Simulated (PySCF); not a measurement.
F (fluorine, neutral) across methods

[He] 2s1 2p6, 2S determinant (an excited configuration). Calculation: PySCF 2.14, in aug-cc-pVDZ-DK (4s3p2d, 23 functions); the spin-free X2C one-electron Hamiltonian (Gaussian nucleus). The B2PLYP total includes its PT2 part (frozen core); its orbital energies are those of the SCF part.

```
method  E (hartree)  mean ε 2s α (eV)  mean ε 2p α (eV)  mean ε 2p β (eV)  Σ⟨r²⟩ (bohr²)   ⟨S²⟩
 B3LYP     -99.0956           -34.785           -14.625           -12.184          11.05  0.756
  TPSS     -99.1023           -32.320           -12.600           -10.664          11.03  0.754
  PBE0     -98.9865           -35.621           -15.021           -12.380          10.99  0.756
   UHF    -98.58367           -47.356           -22.385           -16.324          10.94  0.774
   PBE     -99.0262           -31.526           -12.411           -10.660          11.11  0.754
r2SCAN     -99.0193           -33.558           -13.224           -10.931          10.95  0.757
 TPSSh     -99.0792           -33.880           -13.625           -11.354          10.99  0.755
B2PLYP     -98.9924           -39.929           -17.777           -13.964          10.98  0.761
   LDA     -98.4833           -31.191           -12.531           -10.862          11.13  0.753
```
